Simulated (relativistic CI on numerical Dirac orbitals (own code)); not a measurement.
The 37-electron sequence from Rb to Ba¹⁹⁺

Calculated at this level of theory: Dirac-Coulomb-Breit CI, orbitals from a KLI potential per configuration, QED by a radiative potential, unscaled Slater integrals (own radial code, finite nucleus).

CI space (outside the closed core [Ar] 3d10): 4s²4p⁶4d, 4s²4p⁶5s, 4s²4p⁵4d², 4s²4p⁶4f, 4s4p⁶4d², 4s²4p⁵4d4f, 4s²4p⁶5p. Double excitations out of closed p, d and f shells are left out; levels of such configurations are missing from the list, as are those of other unlisted configurations, and high levels can miss mixing partners.

Energies above each ion's lowest level, in eV. Levels are followed by their leading LS label, which can pass from one level to another where the coupling changes. † marks energies above the tabulated ionisation limit.

| Ion | 4s²4p⁶4d ²D5/2 | 4s²4p⁶4d ²D3/2 | 4s²4p⁵4d² ⁴D°1/2 | 4s²4p⁵4d² ⁴D°3/2 | 4s²4p⁵4d² ⁴D°5/2 |
| --- | --- | --- | --- | --- | --- |
| Rb | 2.1794 | 2.1832 | 18.838† | 18.855† | 18.883† |
| Sr⁺ | 1.9314 | 1.9145 | 21.78† | 21.814† | 21.873† |
| Zr³⁺ | 0.13728 | 0 | 27.653 | 27.729 | 27.858 |
| Nb⁴⁺ | 0.21405 | 0 | 31.575 | 31.676 | 31.846 |
| Mo⁵⁺ | 0.30316 | 0 | 35.456 | 35.585 | 35.801 |
| Tc⁶⁺ | 0.40582 | 0 | 39.28 | 39.44 | 39.71 |
| Ru⁷⁺ | 0.52328 | 0 | 43.051 | 43.243 | 43.564 |
| Rh⁸⁺ | 0.65683 | 0 | 46.775 | 47.002 | 47.388 |
| Pd⁹⁺ | 0.80778 | 0 | 50.464 | 50.728 | 51.186 |
| Ag¹⁰⁺ | 0.97753 | 0 | 54.126 | 54.428 | 54.965 |
| Cd¹¹⁺ | 1.1675 | 0 | 57.766 | 58.107 | 58.733 |
| In¹²⁺ | 1.3791 | 0 | 61.39 | 61.772 | 62.496 |
| Sn¹³⁺ | 1.614 | 0 | 65.003 | 65.424 | 66.258 |
| Sb¹⁴⁺ | 1.8736 | 0 | 68.607 | 69.067 | 70.021 |
| Te¹⁵⁺ | 2.1596 | 0 | 72.206 | 72.703 | 73.788 |
| I¹⁶⁺ | 2.4736 | 0 | 75.801 | 76.332 | 77.558 |
| Xe¹⁷⁺ | 2.8175 | 0 | 79.394 | 79.957 | 81.332 |
| Cs¹⁸⁺ | 3.1929 | 0 | 82.987 | 83.578 | 85.107 |
| Ba¹⁹⁺ | 3.6017 | 0 | 86.581 | 87.195 | 88.881 |

In the calculation the lowest level changes from 4s²4p⁶5s ²S1/2 to 4s²4p⁶4d ²D3/2 at Zr³⁺.

Between Z = 53 and 56 the energy of 4s²4p⁶4d ²D5/2 follows a local power law Z^6.8. For orientation: electrostatic splittings inside a shell grow about linearly with the screened charge, excitations that change n as its square, and fine structure as its fourth power; written in Z itself the exponents are larger, since the screened charge grows faster in proportion.

The members near neutrality are the least accurate: they can be off by several eV, miss lower levels of configurations outside the list, or start from a wrong lowest level.
